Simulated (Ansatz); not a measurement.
H$_{6}$InO$_{3}$P (`[OH][In-]([OH])([OH])[PH3+]`) from Hartree–Fock to CCSD(T)

Z-matrix (Å, degrees):
```
In
O 1 1.996
O 1 1.996 2 118.8
O 1 1.996 2 118.8 3 158.5
P 1 2.771 2 96.4 3 -100.7
H 2 0.960 1 111.8 3 -8.6
H 3 0.960 1 111.8 2 149.8
H 4 0.960 1 111.7 2 -8.4
H 5 1.410 1 119.1 2 -55.5
H 5 1.410 1 119.0 2 -175.6
H 5 1.410 1 119.0 2 64.5
```

Total charge 0; spin multiplicity 1. Correlated methods include outer-core shells of In, which these sets cover unevenly. In: def2 effective core potential. Geometry: relaxed with PBE0-D4/def2-TZVP. It is one conformer, not always the lowest. Frozen core, restricted reference, Ansatz.

| basis | HF (Eh) | MP2 corr. |
| --- | --- | --- |
| def2-SVP | -757.76115 | -0.79788 |
| def2-TZVPP | -758.19159 | -1.19588 |
| def2-QZVPP | -758.21519 | -1.46080 |

Estimate the CCSD correlation energy and the (T) correction in each basis where they were run (hartree).


```json
{"basis": "def2-SVP", "CCSD corr.": "-0.83821", "(T)": "-0.01970"}
{"basis": "def2-TZVPP", "CCSD corr.": "-1.21529", "(T)": "-0.04349"}
```
